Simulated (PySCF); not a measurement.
C4H3BrClF, SMILES C=C(F)/C(Br)=C/Cl. Heavy atoms are numbered as in [CH2:1]=[C:2]([F:3])/[C:4]([Br:5])=[CH:6]/[Cl:7]. Hydrogens are named by the atom that carries them.

Coordinates come from a B3LYP-D3(BJ)/def2-SVP optimisation. The structure was generated by enumeration; whether it is a known compound was not checked. One conformer was computed; it need not be the lowest.

All values below come from PySCF with HF/pcSseg-1.

GIAO shieldings, no solvent; atoms alike by connectivity are averaged. δ = σ(ref) − σ: ¹³C against TMS (σ = 192.6 ppm); ¹⁹F against CFCl3 (σ = 238.5 ppm); ³⁵Cl against HCl (σ = 958.2 ppm); ¹H against TMS (σ = 31.99 ppm), references at their B3LYP-D3(BJ)/def2-TZVP geometries, non-relativistic (without spin–orbit terms, shifts of atoms bonded to Cl or Br come out too high).

```json
[
 {"atoms": "C2", "nucleus": "¹³C", "count": "1", "δ (ppm)": "___"},
 {"atoms": "C6 (CH)", "nucleus": "¹³C", "count": "1", "δ (ppm)": "144.3"},
 {"atoms": "C4", "nucleus": "¹³C", "count": "1", "δ (ppm)": "137.8"},
 {"atoms": "C1 (CH2)", "nucleus": "¹³C", "count": "1", "δ (ppm)": "107.4"},
 {"atoms": "F3", "nucleus": "¹⁹F", "count": "1", "δ (ppm)": "___"},
 {"atoms": "Cl7", "nucleus": "³⁵Cl", "count": "1", "δ (ppm)": "165.9"},
 {"atoms": "H on C6", "nucleus": "¹H", "count": "1", "δ (ppm)": "___"},
 {"atoms": "H on C1", "nucleus": "¹H", "count": "2", "δ (ppm)": "___"}
]
```

**Question.** Fill in the missing entries. (The exact figures need the calculation; the answer reports its results.)

**Answer.** 
- F3, δ (ppm): -102.5
- H on C6, δ (ppm): 7.43
- H on C1, δ (ppm): 5.89
- C2, δ (ppm): 166.4
